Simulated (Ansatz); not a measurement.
Molecule: fluoro(dimethoxy)borane, C₂H₆BFO₂, net charge 0, singlet state. 
Coordinates optimised at B3LYP-D3(BJ)/def2-TZVP (Ansatz, a quantum-chemistry and plane-wave program):
```
B
F 1 1.3510
O 1 1.3511 2 120.70
O 1 1.3511 2 120.70 3 179.99
C 3 1.4225 1 123.13 2 0.19
H 5 1.0904 3 111.91 1 -2.04
H 5 1.0904 6 109.35 3 120.36
H 5 1.0907 6 109.32 7 119.10
C 4 1.4225 1 123.13 2 0.23
H 9 1.0904 4 111.91 1 -3.16
H 9 1.0904 10 109.36 4 120.30
H 9 1.0907 10 109.31 11 119.10
```
Charge 0, spin multiplicity 1.

Dipole moments at this geometry, in debye (magnitudes).

```json
[
 {"level": "SVWN5/def2-TZVPD", "program": "Ansatz", "dipole (D)": "0.82"},
 {"level": "PBE/def2-TZVPD", "program": "Ansatz", "dipole (D)": "0.79"},
 {"level": "BLYP/def2-TZVPD", "program": "Ansatz", "dipole (D)": "0.81"},
 {"level": "revPBE/def2-TZVPD", "program": "Ansatz", "dipole (D)": "0.78"},
 {"level": "B97M-V/def2-TZVPD", "program": "Ansatz", "dipole (D)": "0.80"},
 {"level": "B3LYP/def2-TZVPD", "program": "Ansatz", "dipole (D)": "0.86"},
 {"level": "BHLYP/def2-TZVPD", "program": "Ansatz", "dipole (D)": "[?]"},
 {"level": "r2SCANh/def2-TZVPD", "program": "Ansatz", "dipole (D)": "0.84"},
 {"level": "r2SCAN0/def2-TZVPD", "program": "Ansatz", "dipole (D)": "0.87"},
 {"level": "HSE06/def2-TZVPD", "program": "Ansatz", "dipole (D)": "0.85"},
 {"level": "LC-wPBE/def2-TZVPD", "program": "Ansatz", "dipole (D)": "0.92"},
 {"level": "wB97X-V/def2-TZVPD", "program": "Ansatz", "dipole (D)": "0.90"},
 {"level": "CCSD(T)/aug-cc-pVDZ", "program": "Ansatz", "dipole (D)": "[?]"}
]
```

Task: Some entries are withheld; supply them.

Result: 
- BHLYP/def2-TZVPD, dipole (D): 0.93
- CCSD(T)/aug-cc-pVDZ, dipole (D): 0.90
